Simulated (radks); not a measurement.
The numbers below are computed, except where a source is named.
Isoelectronic series with 30 electrons, all held in the configuration [Ar] 3d10 4s2, which need not be the ground one along the series. Code: a radial shooting solver on a logarithmic mesh with Libxc functionals. Model: scalar-relativistic Kohn-Sham, r2SCAN, spin-polarised, spherical densities, finite nucleus; meta-GGA in the generalised Kohn-Sham scheme; Fermi nuclear charge, rms radius of each element as measured or else 0.836 A^(1/3) + 0.57 fm. Total energies (hartree) and orbital eigenvalues (hartree) (* marks an orbital that is empty in some or all of the ions):

ion    E (hartree)        4d*        4p*         4s         3d         3p         3s
As3+   -2259.14789   -0.56005   -1.19569   -1.64381   -2.79006   -6.31271   -8.46283
Se4+   -2426.50799   -0.97785   -1.75297   -2.27905   -3.87684   -7.65632   -9.95336
Br5+   -2600.41213   -1.47231   -2.38432   -2.98838   -5.09154   -9.13071  -11.58004
Kr6+   -2780.87344   -2.04010   -3.08730   -3.76982   -6.43019  -10.73173  -13.33862
Rb7+   -2967.90916   -2.67901   -3.86029   -4.62206   -7.89009  -12.45662  -15.22642
Sr8+   -3161.53914   -3.38747   -4.70213   -5.54420   -9.46934  -14.30355  -17.24168
Zr10+  -3568.67353   -5.00871   -6.58929   -7.59601  -12.98058  -18.35872  -21.65062
Nb11+  -3782.22794   -5.91992   -7.63355   -8.72503  -14.91069  -20.56544  -24.04324
Mo12+  -4002.47663   -6.89741   -8.74447   -9.92255  -16.95622  -22.89094  -26.56105
Tc13+  -4229.45189   -7.94076   -9.92180  -11.18854  -19.11665  -25.33495  -29.20411
Ru14+  -4463.18076   -9.04961  -11.16536  -12.52298  -21.39159  -27.89729  -31.97260
Rh15+  -4703.69924  -10.22368  -12.47505  -13.92597  -23.78071  -30.57789  -34.86687
Pd16+  -4951.03868  -11.46273  -13.85078  -15.39761  -26.28375  -33.37675  -37.88731
Cd18+  -5466.32487  -14.13507  -16.80030  -18.54751  -31.63082  -39.32954  -44.30881
In19+  -5734.34821  -15.56807  -18.37411  -20.22620  -34.47454  -42.48372  -47.71113
Sn20+  -6009.34127  -17.06549  -20.01399  -21.97438  -37.43158  -45.75667  -51.24207
Sb21+  -6291.34710  -18.62724  -21.72002  -23.79233  -40.50187  -49.14862  -54.90243
Te22+  -6580.40500  -20.25326  -23.49228  -25.68036  -43.68535  -52.65981  -58.69301
I23+   -6876.56600  -21.94350  -25.33087  -27.63883  -46.98198  -56.29051  -62.61477
Xe24+  -7179.86890  -23.69794  -27.23590  -29.66808  -50.39176  -60.04104  -66.66858

Estimate the row of Ag17+.

Answer. E (hartree) -5205.23612; 4d* -12.76658; 4p* -15.29254; 4s -16.93806; 3d -28.90051; 3p -36.29393; 3s -41.03443.
